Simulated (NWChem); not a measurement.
Species: InNH₃F; SMILES [NH2][InH][F]

```xyz
6

In    -0.2934    -0.0047     0.0003
H     -1.9771    -0.2167    -0.0830
F      0.8193    -1.6283    -0.0044
N      0.9249     1.5902    -0.0462
H      1.9019     1.4595     0.1963
H      0.6047     2.5098     0.2366
```
Atoms are numbered in this order, from 1.

Computed with NWChem. All runs use the structure optimised with PBE0/def2-SVP. def2 effective core potentials on In; no spin-orbit coupling. Level SCAN/def2-SVP: energy and gradient on several grids; changes count from the extra-fine grid, which is no exact limit either.

```
grid     size of the energy change (μHa)  largest change of a gradient component (μHa/bohr)  time, medium = 1 (rough)
-------  -------------------------------  -------------------------------------------------  ------------------------
xcoarse                            10000                                              20000                   about 1
coarse                              8000                                               2000                   about 1
medium                              3000                                                900                   about 1
fine                                 700                                                200                   about 1
xfine                               < 10                                               < 30                         2
```
